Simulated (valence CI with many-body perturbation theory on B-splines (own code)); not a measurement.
Results of a calculation; reference values are marked as such.
**Energy levels of K¹³⁺**

Level of theory: relativistic CI+MBPT: four valence electrons over a frozen Dirac-Fock core [He], a basis of 11 s, 11 p, 10 d, 8 f, 5 g, 2 h functions for each j, with the one-electron correlation potential Σ1, the two-electron term Σ2, the three-electron term Σ3, Breit, model QED; selected CI, second order for the rest, scaled by the run's own slope (own B-spline code, finite nucleus).

No measured levels were compared; by estimate levels of excited configurations hold to 0.05 to 0.15 % of their energy, terms of the ground configuration to about 0.5 %. Among the levels kept, up to 940 cm⁻¹ of a level comes from second order outside the variational space, and about a tenth of that is noise between levels of different J, which matters for small intervals.

Levels 1 to 45 of 182, with energies above the lowest level, 2s2 2p2 3P_0. "Leading %" is the weight of the configuration and term that name the level; weights of strongly mixed levels are sums over their largest components and can fall short.

```csv
No.,Configuration,Term,J,E (eV),Leading %,Second component,g
1,2s2 2p2,3P,0,0.00,96,,
2,2s2 2p2,3P,1,1.64,99,,1.499
3,2s2 2p2,3P,2,3.50,95,,1.479
4,2s2 2p2,1D,2,11.92,95,,1.018
5,2s2 2p2,1S,0,22.23,93,4 % 2p4 1S,
6,2s 2p3,5S°,2,31.05,100,,1.998
7,2s 2p3,3D°,2,56.89,96,,1.179
8,2s 2p3,3D°,1,56.98,97,,0.523
9,2s 2p3,3D°,3,57.16,100,,1.332
10,2s 2p3,3P°,0,66.66,100,,
11,2s 2p3,3P°,1,66.74,97,,1.478
12,2s 2p3,3P°,2,66.98,95,,1.483
13,2s 2p3,1D°,2,83.93,99,,1.003
14,2s 2p3,3S°,1,84.08,95,,1.958
15,2s 2p3,1P°,1,93.70,95,,1.036
16,2p4,3P,2,127.75,96,,1.486
17,2p4,3P,1,130.29,98,,1.499
18,2p4,3P,0,130.98,97,,
19,2p4,1D,2,137.52,96,,1.011
20,2p4,1S,0,155.67,94,4 % 2s2 2p2 1S,
21,2s2 2p 3s,3P°,0,445.45,96,,
22,2s2 2p 3s,3P°,1,446.00,84,12 % 2s2 2p 3s 1P°,1.438
23,2s2 2p 3s,3P°,2,449.00,95,,1.499
24,2s2 2p 3s,1P°,1,451.14,84,12 % 2s2 2p 3s 3P°,1.059
25,2s2 2p 3p,3D,1,459.97,49,44 % 2s2 2p 3p 1P,0.769
26,2s2 2p 3p,3D,1,462.26,42,35 % 2s2 2p 3p 1P,0.921
27,2s2 2p 3p,3D,2,462.44,91,,1.173
28,2s2 2p 3p,3D,3,464.94,95,,1.333
29,2s2 2p 3p,3P,0,464.99,86,7 % 2s 2p2 3s 3P,
30,2s2 2p 3p,3S,1,465.40,48,26 % 2s2 2p 3p 3P,1.632
31,2s2 2p 3p,3P,1,466.89,56,35 % 2s2 2p 3p 3S,1.676
32,2s2 2p 3p,3P,2,467.49,82,7 % 2s 2p2 3s 3P,1.468
33,2s2 2p 3p,1D,2,471.93,91,,1.023
34,2s 2p2 3s,5P,1,476.81,98,,2.495
35,2s2 2p 3p,1S,0,477.37,93,,
36,2s 2p2 3s,5P,2,478.12,99,,1.831
37,2s2 2p 3d,3F°,2,478.16,72,23 % 2s2 2p 3d 1D°,0.752
38,2s2 2p 3d,3F°,3,479.70,89,6 % 2s2 2p 3d 3D°,1.096
39,2s 2p2 3s,5P,3,479.76,98,,1.664
40,2s2 2p 3d,1D°,2,480.37,58,18 % 2s2 2p 3d 3F°,1.013
41,2s2 2p 3d,3F°,4,481.85,96,,1.249
42,2s2 2p 3d,3D°,1,482.53,77,14 % 2s2 2p 3d 3P°,0.673
43,2s2 2p 3d,3D°,2,483.39,50,26 % 2s2 2p 3d 3P°,1.198
44,2s2 2p 3d,3D°,3,484.69,88,7 % 2s2 2p 3d 3F°,1.311
45,2s 2p2 3s,3P,0,485.07,90,8 % 2s2 2p 3p 3P,
```

Names give the largest LS component (configuration and term), which can be under half, so a name can repeat, a term be missing and a line seem to break the LS rules; names also repeat where a configuration has a term twice.

The ionisation energy to 2s2 2p 2P°_1/2 of the next ion comes out as 786.81 eV (NIST: 786.3 ± 0.3 eV (semi-empirical)). All 182 levels together are meant to be complete up to 574.69 eV.
